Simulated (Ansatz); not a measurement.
Sn, charge +1, doublet (all electrons, no relativity); Ansatz (a first-principles code) with B3LYP/STO-3G.

Input for Ansatz:
Ansatz 0.2 input:
```yaml
crystal:
  periodic: [false, false, false]
  atoms:
    - {symbol: Sn, position_ang: [0.00000000, 0.00000000, 0.00000000]}
basis:
  gaussian:
    orbitals: STO-3G
    final_grid: {core_spheres: 6, valence_spheres: 12, degree: 29}
hamiltonian:
  xc: b3lyp
total_charge: 1
magnetization: {spin_polarized: true, initial_magnetization: 1}
```

Task: What does Ansatz print? Leave out banner, timings and long lists.

Result: 
```
Functional definition: B3LYP
251 factors; integrals over basis functions are off by at most 2.9e-6 eV
mean field evaluation 1: about -162316.6286 eV, gradient 1.7e-1 eV
mean field evaluation 2: about -162316.6287 eV, gradient 4.8e-3 eV
mean field evaluation 4: about -162316.6286 eV, gradient 1.8e-5 eV
mean field evaluation 8: about -162316.6288 eV, gradient 1.9e-4 eV
mean field evaluation 16: about -162316.6286 eV, gradient 1.8e-5 eV
mean field -162316.62860929 eV, -5965.0260792289 hartree, gradient 1.8e-5 eV, S^2 0.750000; 1 other end points of the search recorded, 0 dependent functions left out
reference -162316.62873320 eV, -5965.0260837826 hartree; 25, 24 occupied and 2, 3 virtual orbitals, 251 factors
Total energy: -162316.62873320 eV, -5965.0260837826 hartree
```
